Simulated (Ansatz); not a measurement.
Dissociation curve of GaH, singlet.

Computed with full CI/def2-TZVP, cores with 3d frozen run with Ansatz (a quantum-chemistry and plane-wave program).

### Question
Relative to R = 1.68 Å, what are the energies at R = 1.25, 1.52, 2.73, 4.94 Å?

### Answer
169.6 kJ/mol at 1.25 Å, 15.8 kJ/mol at 1.52 Å, 158.1 kJ/mol at 2.73 Å, 274.4 kJ/mol at 4.94 Å.
